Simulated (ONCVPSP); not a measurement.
**antimony (Sb): variants of one ONCV potential**

Base potential:

ONCVPSP 4.0.1 input, shortened (lines: element, Z, core and valence counts, functional; n l f; lmax; l rc ep ncon nbas qcut; lloc lpopt rc5 dvloc0; l nproj debl; icmod fcfact rcfact), PBE, scalar-relativistic:

```
  Sb 51.00    8    3        4      upf
    1    0    2.00
    2    0    2.00
    2    1    6.00
    3    0    2.00
    3    1    6.00
    3    2   10.00
    4    0    2.00
    4    1    6.00
    4    2   10.00
    5    0    2.00
    5    1    1.00
    3
    0    1.75    0.00    3    8    3.00
    1    1.95    0.00    4    7    5.00
    2    1.10    0.00    5   10    8.80
    3    2.05    0.27    4    7    6.00
    4    5    0.90    3.00
    0    2    4.00
    1    1    3.60
    2    1    3.80
    3    1    1.70
    2    0.45    0.90
```

Cutoffs, loose and tight: the cutoffs (Ha) at which the residual kinetic energy of the hardest occupied pseudo-wave falls to 1 and 0.1 mHa per electron. They do not see the model core or the augmentation charge, which bear on the density cutoff. Test errors are all-electron minus pseudo excitation energies from the reference, over the configurations 4d10 5s2 5p3; 4d10 5s2 5p2; 4d10 5s2 5p0; 4d9 5s2 5p3. A dash means not determined; rows that change the core or the reference have their own tests.

A true bound ghost makes a file unfit for plane-wave use even where its test errors are small: the radial tests pick states by their node count and pass the ghost by.

```tsv
change	outcome	cutoff, loose	cutoff, tight	bound ghosts	GHOST(+) flags above zero	largest test error (meV)
base	generated	72 Ha	278 Ha	s, p	s	-392
local potential polynomial inside 0.75 bohr (lpopt 5, dvloc0 0 Ha)	generated	72 Ha	278 Ha	s, p	s, f	-378
p: ncon 3, nbas 6	generated	72 Ha	278 Ha	s, p	s	-405
s: qcut 2.9	generated	72 Ha	278 Ha	s, p	s	-392
p: nbas 9	generated	72 Ha	278 Ha	s, p	s	-400
```

Q: What comes out with this change to the base: s: qcut 2.4; p: qcut 3.9; d: qcut 6.9; f: qcut 4.7?

A: outcome: generated; cutoff, loose: 284 Ha; cutoff, tight: 321 Ha; bound ghosts: s, p; GHOST(+) flags above zero: s, f; largest test error (meV): -376.

Q: What comes out with this change to the base: core [Kr] 4d10, valence charge 5; reference 5s2 5p2; waves now 5s: rc 1.40 bohr, ncon 4, nbas 8, qcut 5 1/bohr, 2 projectors, debl 1 Ha; 5p: rc 1.85 bohr, ncon 4, nbas 8, qcut 4.8 1/bohr, 2 projectors, debl 3.4 Ha; d scattering state at 0.13 Ha: rc 1.45 bohr, ncon 4, nbas 7, qcut 5.9 1/bohr, 3 projectors, debl 2.7 Ha; local potential polynomial inside 1.15 bohr (lpopt 5, dvloc0 1 Ha)?

A: outcome: failed: optimize: ERROR ps0norm > uunorm, code will stop. Cause: the continuity conditions at rc already need more norm inside rc than the all-electron wave has, so norm conservation cannot be met.

Q: What comes out with this change to the base: reference 4d10 5s1 5p4?

A: outcome: generated; cutoff, loose: 72 Ha; cutoff, tight: 278 Ha; bound ghosts: s, p; GHOST(+) flags above zero: s; largest test error (meV): -206.
